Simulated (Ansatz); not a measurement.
Input file for Ansatz (a quantum-chemistry and plane-wave program): U-CCSD(T)/def2-TZVPP on InCl, a point of a bond scan (R = 2.685 Å). Elements past Kr take the def2 small-core potentials; no spin–orbit coupling. The run froze 14 orbitals, filled d shells among them.

Ansatz 0.2 input:
```yaml
crystal:
  periodic: [false, false, false]
  atoms:
    - {symbol: In, position_ang: [-0.00000000, -0.00000000, -0.62874031]}
    - {symbol: Cl, position_ang: [0.00000000, 0.00000000, 2.05635065]}
basis:
  gaussian:
    orbitals: def2-TZVPP
correlation: {method: ccsd_t, electrons: outside_noble_gas}
scf: {omitted_lower_state_checks: [cluster_reference]}
magnetization: {spin_polarized: true, initial_magnetization: 0}
```

It printed:

```
WARN ansatz: RAYON_NUM_THREADS=1 ignored (pool sized by the plan → 1); use --threads N
Functional definition: HF
these checks for a lower state are left out or cut short: cluster_reference
integrals: 0.14 GiB planned
735 factors; integrals over basis functions are off by at most 1.2e-3 eV
mean field: 0.31 GiB planned
mean field evaluation 1: about -17653.6143 eV, gradient 1.2e1 eV
mean field evaluation 2: about -17653.6250 eV, gradient 1.2e1 eV
mean field evaluation 4: about -17654.8284 eV, gradient 1.1e0 eV
mean field evaluation 8: about -17654.8485 eV, gradient 2.2e-4 eV
mean field evaluation 16: about -17654.8067 eV, gradient 7.5e-1 eV
mean field -17654.84848233 eV, -648.8037148396 hartree, gradient 1.3e-6 eV, S^2 0.000000; 4 other end points of the search recorded, 0 dependent functions left out
14 core orbitals not correlated
reference -17654.84848233 eV, -648.8037148396 hartree; 5, 5 occupied and 73, 73 virtual orbitals, 735 factors
second order -6.34838295 eV of doubles, -0.00000000 eV of singles
coupled cluster: 0.34 GiB planned
cycle   1  -6.77882127 eV  change   -4.3e-1 eV  update   6.6e-2
cycle   2  -6.95720019 eV  change   -1.8e-1 eV  update   2.4e-2
cycle   3  -7.00203912 eV  change   -4.5e-2 eV  update   1.3e-2
cycle   4  -6.99660560 eV  change    5.4e-3 eV  update   2.9e-3
cycle   5  -6.99558168 eV  change    1.0e-3 eV  update   1.2e-3
cycle   6  -6.99564134 eV  change   -6.0e-5 eV  update   4.6e-4
cycle   7  -6.99562938 eV  change    1.2e-5 eV  update   1.7e-4
cycle   8  -6.99563717 eV  change   -7.8e-6 eV  update   6.3e-5
cycle   9  -6.99564016 eV  change   -3.0e-6 eV  update   1.8e-5
cycle  10  -6.99563290 eV  change    7.3e-6 eV  update   7.0e-6
perturbative correction -0.28413628 eV, -0.0104418156 hartree
Total energy: -17662.12825151 eV, -649.0712414223 hartree
Checks for a lower state left out: cluster_reference
```

The calculation finished and met its thresholds.

Cost: roughly 7 core-seconds.
